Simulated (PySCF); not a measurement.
PySCF 2.14 output of an unrestricted BP86 calculation on a single atom or ion in x2c-TZVPPall with one added diffuse shell each of s, p, d, f type (12s8p8d5f2g, 129 functions), with scalar relativity by spin-free X2C-1e:

```
SCF conv_tol = 1e-09
number electrons alpha = 36  beta = 29
    A. D. Becke.,  Phys. Rev. A 38, 3098 (1988)
    J. P. Perdew.,  Phys. Rev. B 33, 8822 (1986)
cycle= 1 E= -11709.82979451  delta_E= 0.000707  |g|= 0.672  |ddm|= 0.677
cycle= 2 E= -11709.6124222824  delta_E= 0.217  |g|= 1.59  |ddm|= 0.91
cycle= 3 E= -11709.8837472652  delta_E= -0.271  |g|= 0.0963  |ddm|= 0.607
cycle= 4 E= -11709.8852405723  delta_E= -0.00149  |g|= 0.0157  |ddm|= 0.0766
cycle= 5 E= -11709.8852828007  delta_E= -4.22e-05  |g|= 0.00093  |ddm|= 0.0147
cycle= 6 E= -11709.8852830349  delta_E= -2.34e-07  |g|= 8.97e-05  |ddm|= 0.00143
cycle= 7 E= -11709.8852830411  delta_E= -6.24e-09  |g|= 1.68e-05  |ddm|= 0.000302
cycle= 8 E= -11709.8852830413  delta_E= -1.66e-10  |g|= 1.91e-06  |ddm|= 4.6e-05
converged SCF energy = -11709.8852830413  <S^2> = 15.753605  2S+1 = 8.0009013
```

The run itself started from symmetry-adapted Hartree-Fock orbitals and held the occupation by maximum overlap, on a logarithmic radial grid, so the iterations belong to that start.

**Question.** Which element, charge and spin multiplicity is this?

**Answer.** Tb (terbium, neutral), multiplicity 8; the state was [Xe] 4f9 6s1 6p1, one real determinant (an excited configuration).

⟨L²⟩ = 26.01 against 42 for a pure I term, so this real determinant mixes terms. Spin-orbit coupling, absent here, splits the open shell strongly.
